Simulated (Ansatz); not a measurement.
Computed with Ansatz on PBE0-D4/def2-TZVP structures; ΔE is electronic, products minus reactants. CCSD(T)/CBS is the MP2 limit (def2-TZVPP, def2-QZVPP) plus CCSD(T) − MP2 in def2-TZVPP, frozen cores. This one scheme is used for every species. Functionals use def2-TZVPP. Each species was taken in one conformer, which may not be the lowest.

Consider the hydrogenolysis of a C–Cl bond: `CC(Cl)BS` + H₂ → `CCBS` + HCl.

| level | ΔE (kJ/mol) |
| --- | --- |
| ωB97X-V | -77.0 |
| HF/def2-QZVPP | -102.0 |

Q: What does CCSD(T)/CBS give? (An estimate is asked.)

A: The calculation gave: -74.9 kJ/mol. The listed levels differ from it by -2.1, -27.1 kJ/mol.

Largest T1 diagnostic among the species: 0.012.

The D4 term adds +12.5 kJ/mol with B3LYP and +6.6 kJ/mol with PBE0; it sums over pairs of atoms, weighted by their polarisabilities, and B3LYP, whose exchange is more repulsive, gets the larger term. From PBE to PBE0 (25 % exact exchange), in def2-TZVPP and without D4, ΔE moves by −6.9 kJ/mol. In def2-TZVPP, CCSD(T) changes the Hartree–Fock value by +23.8 kJ/mol (the triples alone add +7.3 kJ/mol) and MP2 by +29.6 kJ/mol.

B3LYP here is the variant with VWN-RPA as its local correlation; programs differ in this.
